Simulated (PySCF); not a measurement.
Si(NCO)4 (C₄N₄O₄Si), SMILES O=C=N[Si](N=C=O)(N=C=O)N=C=O. Atoms are numbered in the order given.

```xyz
13

O      2.3467    -2.3467    -2.3467
C      1.6726    -1.6726    -1.6726
N      0.9793    -0.9793    -0.9793
Si     0.0000     0.0000     0.0000
N     -0.9793    -0.9793     0.9793
C     -1.6726    -1.6726     1.6726
O     -2.3467    -2.3467     2.3467
N     -0.9793     0.9793    -0.9793
C     -1.6726     1.6726    -1.6726
O     -2.3467     2.3467    -2.3467
N      0.9793     0.9793     0.9793
C      1.6726     1.6726     1.6726
O      2.3467     2.3467     2.3467
```
Charge 0, spin multiplicity 1.

Geometry optimised at B3LYP-D3(BJ)/def2-SVP. The isomer is the one that the SMILES or the coordinates give; other isomers of the formula were not compared. One conformer was computed; it need not be the lowest.

All values below come from KT2/pcSseg-1 run with PySCF.

GIAO shieldings, no solvent; atoms alike by connectivity are averaged. δ = σ(ref) − σ: ¹⁷O against H2O (σ = 330.4 ppm); ¹³C against TMS (σ = 185.1 ppm); ¹⁵N against NH3 (σ = 266.2 ppm); ²⁹Si against TMS (σ = 361.9 ppm), references at their B3LYP-D3(BJ)/def2-TZVP geometries, non-relativistic.

```json
[
 {"atoms": "O1, O7, O10, O13", "nucleus": "¹⁷O", "count": "4", "δ (ppm)": "139.7"},
 {"atoms": "C2, C6, C9, C12", "nucleus": "¹³C", "count": "4", "δ (ppm)": "115.1"},
 {"atoms": "N3, N5, N8, N11", "nucleus": "¹⁵N", "count": "4", "δ (ppm)": "(withheld)"},
 {"atoms": "Si4", "nucleus": "²⁹Si", "count": "1", "δ (ppm)": "(withheld)"}
]
```

Problem. Fill in the missing entries. (The exact figures need the calculation; the answer reports its results.)

Solution. 
- Si4, δ (ppm): -152.9
- N3, N5, N8, N11, δ (ppm): 55.0
